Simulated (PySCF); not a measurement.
Ge(Me)(SH)3 (CH₆GeS₃), SMILES [SH][Ge]([SH])([SH])[CH3]. The structure is a stationary point at B3LYP-D3(BJ)/def2-SVP. Other conformers were not sampled.

Give the equilibrium geometry at B3LYP-D3(BJ)/def2-SVP (PySCF confirms it by a frequency run) as Cartesian coordinates in Å. (An estimate is asked for; the answer gives what the named calculation found.)

Several could match; the one computed here: 
```xyz
11

C     -2.0706    -0.7146     0.0078
Ge    -0.2257    -0.0752    -0.0076
S      1.0264    -1.7664    -0.8042
S     -0.1780     1.7946    -1.2460
S      0.5702     0.5284     2.0089
H     -2.7189     0.0631     0.4351
H     -2.3929    -0.9404    -1.0194
H     -2.1389    -1.6247     0.6205
H      2.1961    -1.1039    -0.6534
H      1.0762     2.1291    -0.8648
H      0.9275    -0.7347     2.3401
```
